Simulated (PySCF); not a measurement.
Relaxation of quartet TcF₄

Method: PySCF, UB3LYP, basis Tc def2-SVP with ECP28, F def2-SVP (scalar-relativistic core potentials, no spin–orbit coupling, density fitting). A (50,194) grid was used.

A hand-made see-saw start, of C2v symmetry, held to at least that symmetry:

```xyz
5
charge 0 multiplicity 4, angstrom
Tc    0.0000    0.0000   -0.2932
F     0.0000    1.9127   -0.1259
F     0.0000   -1.9127   -0.1259
F     1.5130    0.0000    0.8889
F    -1.5130    0.0000    0.8889
```

What forces act on the atoms at the start (eV/Å)?


```json
{"atom": "Tc1", "Fx": "0.00", "Fy": "0.00", "Fz": "5.48"}
{"atom": "F2", "Fx": "0.00", "Fy": "-1.08", "Fz": "-1.00"}
{"atom": "F3", "Fx": "0.00", "Fy": "1.08", "Fz": "-1.00"}
{"atom": "F4", "Fx": "-1.74", "Fy": "0.00", "Fz": "-1.73"}
{"atom": "F5", "Fx": "1.74", "Fy": "0.00", "Fz": "-1.73"}
```

What does it relax to?

It ends at C2v with Tc–F 1.820 Å (×2), Tc–F 1.882 Å (×2); F–Tc–F 97.2° (×4), F–Tc–F 116.4°, F–Tc–F 152.7° (after a last refinement on a finer grid). A frequency run shows 1 imaginary mode, down to 52i cm⁻¹, so it is a saddle point.

How much energy is released, and in how many steps?

91.4 kJ/mol in 7 steps.

Open d and f shells are described by one determinant, and the ground state may have another occupation or spin.

The relaxation took roughly 90 core-seconds on a shared host.
